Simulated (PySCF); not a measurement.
C₂H₅O₂, SMILES O[CH]CO, multiplicity 2. The structure is a stationary point at PBE-D3(BJ)/def2-SVP. The isomer is the one that the SMILES or the coordinates give; other isomers of the formula were not compared. The values are those of a single conformer.

Computed equilibrium geometry at PBE-D3(BJ)/def2-SVP (PySCF confirms it by a frequency run) as a Z-matrix (one conformer of several):
```
C
O 1 1.3766
H 2 0.9735 1 109.06
H 1 1.1059 2 118.03 3 -32.78
C 1 1.4896 4 121.56 2 147.30
H 5 1.1107 1 109.10 4 37.60
O 5 1.4190 6 108.17 1 -123.09
H 7 0.9763 5 105.25 6 165.04
H 5 1.1293 6 106.04 7 -118.50
```
Charge 0, spin multiplicity 2.
